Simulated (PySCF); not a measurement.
sulfur hexafluoride (F6S), SMILES FS(F)(F)(F)(F)F. Geometry: PBE0-D3(BJ)/def2-SVP.

Computed equilibrium geometry at PBE0-D3(BJ)/def2-SVP (PySCF confirms it by a frequency run) as Cartesian coordinates in Å, and its point group:
point group Oh.
```xyz
7

F      0.0000    -1.5806     0.0000
S      0.0000     0.0000     0.0000
F      1.5806     0.0000     0.0000
F      0.0000     0.0000     1.5806
F     -1.5806     0.0000     0.0000
F      0.0000     0.0000    -1.5806
F      0.0000     1.5806     0.0000
```
